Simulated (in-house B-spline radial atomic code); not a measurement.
How numerical settings move a run on neutral argon, [Ne] 3s2 3p6. Computed with a B-spline radial code for spherical atoms: Dirac-Kohn-Sham PBE0, spherical fractional occupations, Fermi nucleus of rms radius 3.4274 fm.

Command:
```bash
python run_scf.py task.json out
```
Settings of the sound reference run:
```
Z                18
electrons        18
configuration    [Ne] 3s2 3p6
hamiltonian      dirac
method           pbe0
spin_polarised   False
nucleus          fermi
rms_radius       3.4274
mass_number      40
atomic_mass      39.96238
speed_of_light   137.036
knot_spacing     0.22
spline_order     8
gauss_points     12
box_radius       50
max_iterations   70
damping          0.5
damped_steps     3
diis_vectors     10
tolerance        1e-08
start            Thomas-Fermi
```

Run time, properties included: 1.1 s on 1 thread of Intel(R) Xeon(R) 6975P-C, with other jobs on the host.

It converges in 9 iterations to -529.268535 hartree, with 3p3/2 at -11.9003 eV. The other runs change the listed settings, some to values that make no sense; their results aren't properties of the atom or ion. Radii are in bohr (the nuclear one in fm), a minus after a letter asks for a j subshell, and «unchanged» means within 1e-8 hartree. The run stops when the residual is below 10 × tolerance × max(1, Z/10), or a noise floor if that is larger, and the energy moves by less than 1e-8 × √|E| hartree; so very loose and very tight tolerances often act alike.

```tsv
changed settings	outcome
spline_order = 10, max_iterations = 60, damping = 0.2, damped_steps = 30, diis_vectors = 2	converged in 16 iterations, energy -1.94e-06 hartree from the reference, 3p3/2 level +9.8e-06 eV
first_knot = 0.0167	converged in 9 iterations, energy +4.88e-03 hartree from the reference, 3p3/2 level +4.3e-04 eV
damped_steps = 0	converged in 8 iterations, energy unchanged, 3p3/2 level -2.2e-06 eV
knot_spacing = 2	converged in 9 iterations, energy +3.64e+01 hartree from the reference, 3p3/2 level -1.5e+00 eV
knot_spacing = 0.15	converged in 9 iterations, energy -3.58e-06 hartree from the reference, 3p3/2 level -6.7e-06 eV
box_radius = 15, first_knot = 5.56e-06, max_iterations = 60, damping = 0.95, start = bare nucleus	converged in 12 iterations, energy -1.17e-06 hartree from the reference, 3p3/2 level -7.3e-07 eV
electrons = 21, configuration = [Ne] 3s2 3p6 4s3, max_iterations = 60	stopped with error: shell 4s holds at most 2 electrons
knot_spacing = 0.55	converged in 9 iterations, energy +7.02e-03 hartree from the reference, 3p3/2 level +6.3e-04 eV
damped_steps = 1	converged in 8 iterations, energy unchanged, 3p3/2 level -7.4e-06 eV
first_knot = 5.56e-06	converged in 10 iterations, energy -1.17e-06 hartree from the reference, 3p3/2 level -3.5e-06 eV
first_knot = 0.000556	converged in 9 iterations, energy -2.31e-05 hartree from the reference, 3p3/2 level -1.0e-06 eV
damped_steps = 8	converged in 12 iterations, energy unchanged, 3p3/2 level -9.4e-06 eV
knot_spacing = 0.4, first_knot = 0.000556, max_iterations = 100, diis_vectors = 4, tolerance = 1e-05	converged in 8 iterations, energy +1.73e-05 hartree from the reference, 3p3/2 level -7.6e-05 eV
spline_order = 3, max_iterations = 75, damping = 0.95, damped_steps = 8, tolerance = 1e-10	converged in 15 iterations, energy +1.00e-02 hartree from the reference, 3p3/2 level -1.9e-03 eV
first_knot = 0.00556	converged in 9 iterations, energy -9.86e-05 hartree from the reference, 3p3/2 level +4.6e-05 eV
first_knot = 0.167	converged in 9 iterations, energy +1.17e+00 hartree from the reference, 3p3/2 level +2.1e-01 eV
knot_spacing = 0.4	converged in 9 iterations, energy +1.00e-04 hartree from the reference, 3p3/2 level +3.3e-04 eV
knot_spacing = 0.3	converged in 9 iterations, energy +3.70e-06 hartree from the reference, 3p3/2 level +1.4e-05 eV
```

(1) What happens with spline_order = 7, first_knot = 5.56e-06, max_iterations = 60, damped_steps = 30?

(2) What happens with knot_spacing = 0.1?

(3) What happens with electrons = 19, configuration = [Ne] 3s2 3p6 4p-1, max_iterations = 75?

(4) What happens with damped_steps = 30?

Results:

(1) Converged in 18 iterations, energy -1.71e-06 hartree from the reference, 3p3/2 level -2.3e-06 eV.

(2) Converged in 9 iterations, energy -3.75e-06 hartree from the reference, 3p3/2 level -7.3e-06 eV.

(3) Converged in 20 iterations to -529.2657 hartree, a different physical problem (warning: 4p1/2 has a positive eigenvalue: unbound, held by the box).

(4) Converged in 20 iterations, energy unchanged, 3p3/2 level -2.4e-06 eV.
